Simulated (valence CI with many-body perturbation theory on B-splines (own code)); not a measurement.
**Ladder of approximations for Ge I**

Calculated by valence CI with perturbative core correlation (CI+MBPT): four valence electrons over a frozen Dirac-Fock core [Ar] 3d10, a basis of 11 s, 11 p, 9 d, 7 f, 5 g, 2 h, 1 i functions for each j, with the one-electron correlation potential Σ1, the two-electron term Σ2, the three-electron term Σ3, Breit, model QED; selected CI, second order for the rest, scaled by the run's own slope (own B-spline code, finite nucleus).

Against 31 measured levels this calculation errs by 127 cm⁻¹ on average and by 262 at most. These come from a selection out of the NIST Handbook of Basic Atomic Spectroscopic Data. Levels without a partner in it may be off by more. Among the levels kept, up to 650 cm⁻¹ of a level comes from second order outside the variational space, and about a tenth of that is noise between levels of different J, which matters for small intervals.

Each rung adds one term. CI alone is the Dirac-Coulomb CI over the frozen core; QED comes last and gives the full result, which names the levels. Energies are above 4s²4p² ³P_0 on the same rung, in cm⁻¹.

Names give the largest LS component (configuration and term), which can be under half, so a name can repeat, a term be missing and a line seem to break the LS rules; names also repeat where a configuration has a term twice.

```
        Level  CI alone   + Σ1   + Σ2   + Σ3  + Breit   Full
  4s²4p² ³P_1       511    575    580    582      564    563
  4s²4p² ³P_2      1308   1448   1453   1456     1419   1421
  4s²4p² ¹D_2      6978   7290   7172   7139     7106   7107
  4s²4p² ¹S_0     16001  16594  16446  16334    16303  16306
4s²4p5s ³P°_0     36604  38494  37381  37384    37367  37388
4s²4p5s ³P°_1     36852  38755  37636  37639    37618  37638
4s²4p5s ³P°_2     38140  40192  39071  39074    39021  39044
4s²4p5s ¹P°_1     39077  41106  39963  39966    39915  39937
  4s4p³ ⁵S°_2     38404  40219  41735  41757    41731  41664
 4s²4p5p ¹P_1     44959  46963  45869  45871    45851  45865
 4s²4p5p ³D_1     45726  47748  46658  46661    46633  46646
 4s²4p5p ³D_2     45811  47830  46734  46737    46711  46723
 4s²4p5p ³P_0     46470  48460  47386  47388    47368  47383
 4s²4p5p ³P_1     46982  49079  47999  48002    47952  47968
 4s²4p5p ³D_3     46970  49128  48023  48026    47971  47988
4s²4p4d ¹D°_2     46902  49179  48312  48319    48281  48292
 4s²4p5p ³P_2     47597  49722  48648  48652    48597  48612
4s²4p4d ³D°_2     47175  49424  48714  48720    48687  48693
4s²4p4d ³D°_1     47123  49366  48779  48784    48751  48757
4s²4p4d ³D°_3     47418  49681  48970  48976    48944  48954
 4s²4p5p ³S_1     47953  50096  48991  48994    48939  48955
 4s²4p5p ¹D_2     48535  50659  49571  49574    49521  49536
4s²4p4d ³F°_2     48448  50798  49916  49923    49868  49880
4s²4p4d ³F°_3     48688  51030  50173  50180    50121  50132
4s²4p4d ³F°_4     49277  51672  50645  50652    50592  50610
 4s²4p5p ¹S_0     49904  52015  50917  50920    50872  50890
4s²4p4d ³P°_2     49919  52243  51305  51311    51258  51271
4s²4p4d ³P°_1     50200  52529  51575  51580    51530  51545
4s²4p4d ³P°_0     50444  52798  51837  51842    51787  51802
4s²4p6s ³P°_1     51059  53194  52009  52012    51986  52002
4s²4p6s ³P°_0     51118  53202  52005  52008    51990  52006
```

Question: How does the ionisation energy move along the ladder, and which term matters most?

Answer: CI alone 7.7570, + Σ1 8.0252, + Σ2 7.8799, + Σ3 7.8803, + Breit 7.8782, + QED 7.8802 eV. The largest step is Σ1, 0.2682 eV. NIST lists 7.89944 eV (measured).
